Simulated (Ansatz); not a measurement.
Ansatz (a first-principles code) input:
A basis named .json is the Basis Set Exchange file of that set.

Ansatz 0.2 input:
```yaml
crystal:
  periodic: [false, false, false]
  atoms:
    - {symbol: Si, position_ang: [-0.12661692, -0.06757862, 0.58733853]}
    - {symbol: C, position_ang: [-1.98272388, -0.26407255, 0.43543371]}
    - {symbol: Cl, position_ang: [0.79823499, -1.56723095, -0.50515882]}
    - {symbol: Cl, position_ang: [0.42025411, 1.76942482, -0.20273051]}
    - {symbol: H, position_ang: [-2.29066394, -1.23324243, 0.82868354]}
    - {symbol: H, position_ang: [-2.49006583, 0.52699339, 0.98822806]}
    - {symbol: H, position_ang: [-2.26460464, -0.20051089, -0.61813465]}
basis:
  gaussian:
    orbitals: aug-cc-pV_D+d_Z.json
magnetization: {spin_polarized: true, initial_magnetization: 1}
correlation: {method: ccsd_t, electrons: outside_noble_gas}
output: {forces: true}
```

What final total energy does it print?

-1248.25209 Eh (CCSD(T)/aug-cc-pV(D+d)Z). The basis has 146 functions.

It need not be the lowest isomer of its formula.
